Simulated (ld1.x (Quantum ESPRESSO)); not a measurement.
Before and after: ultrasoft potential for osmium

- Element: Os (Z = 76)
- Generator: ld1.x (Quantum ESPRESSO) 7.5
- Type: ultrasoft
- Functional: PBEsol
- Relativity: scalar-relativistic
- Frozen core: [Xe] 4f14
- Valence charge: 8
- Reference configuration: 5d6 6s1.75 6p0.25
- Partial waves: 6s (bound): rcut 2.10, rcutus 2.50 bohr; 6s channel at 0.35 Ry: rcut 2.10, rcutus 2.50 bohr; 6p (bound): rcut 2.40, rcutus 3.05 bohr; 6p channel at 0.65 Ry: rcut 2.40, rcutus 3.05 bohr; 5d (bound): rcut 1.90, rcutus 2.00 bohr; 5d channel at 0.25 Ry: rcut 1.90, rcutus 2.00 bohr
- Local potential: all-electron potential smoothed inside 1.55 bohr (lloc = -1)
- Core correction: a·sin(br)/r model core, default radius (core density twice the valence density)
- Augmentation charge: PSQ, radius 1.95 bohr

Change: core correction a·sin(br)/r model core inside 1.72 bohr.

Cutoffs: the cutoffs (Ry, on a coarse ladder) from which the occupation-weighted sum of valence levels, in a spherical-Bessel basis at the reference potential, stays within 10 and 1 mRy of its value at 400 Ry; they do not see the model core or the augmentation charge, which bear on the density cutoff. Errors are all-electron minus pseudo energies relative to the spin-unpolarised reference configuration.

Question: How do hardness, ghosts and transferability respond?

Answer: The potential gets neither clearly harder nor softer (25 Ry and 40 Ry → 25 Ry and 40 Ry); both files keep a bound ghost (p, s); of the 7 tests that both files solve, the error grows in 0 and shrinks in 2 by more than 15 % and 0.3 meV (median size 12.3 → 11.6 meV). The default core radius of the base comes out at 1.31 bohr. A wider model core is smoother and lowers the density cutoff, which this test does not measure.

| quantity | base | changed |
| --- | --- | --- |
| cutoff, loose | 25 Ry | 25 Ry |
| cutoff, tight | 40 Ry | 40 Ry |
| bound ghosts | s, p | s, p |
| error for 5d6 6s2 6p0, meV [ΔE -1.25 eV] | +0.3 | +0.3 |
| error for 5d6 6s1 6p0, meV [ΔE 8.38 eV] | -5.1 | -3.8 |
| error for 5d6 6s0 6p0, meV [ΔE 25.32 eV] | -25 | -16 |
| error for 5d6 6s1.5 6p0, meV [ΔE 2.69 eV] | -1.3 | -1.2 |
| error for 5d6.5 6s1.5 6p0, meV [ΔE -1.19 eV] | -12 | -12 |
| error for 5d5 6s2 6p0, meV [ΔE 9.87 eV] | -66 | -62 |
| error for 5d7 6s1 6p0, meV [ΔE -0.92 eV] | -43 | -40 |
| s: phases at 3.28 bohr within 0.05 rad from the reference energy up to (Ry; the scan ends near 5) | 2.5 | 2.5 |
| p: phases at 3.28 bohr within 0.05 rad from the reference energy up to (Ry; the scan ends near 5) | 3.2 | 3.2 |
| d: phases at 3.28 bohr within 0.05 rad from the reference energy up to (Ry; the scan ends near 5) | to the end of the scan | to the end of the scan |
| lowest overlap eigenvalue by channel | s 0.26, p 0.34, d 0.93 | s 0.26, p 0.34, d 0.93 |

 A true bound ghost makes a file unfit for plane-wave use even where its test errors are small: the radial tests pick states by their node count and pass the ghost by.
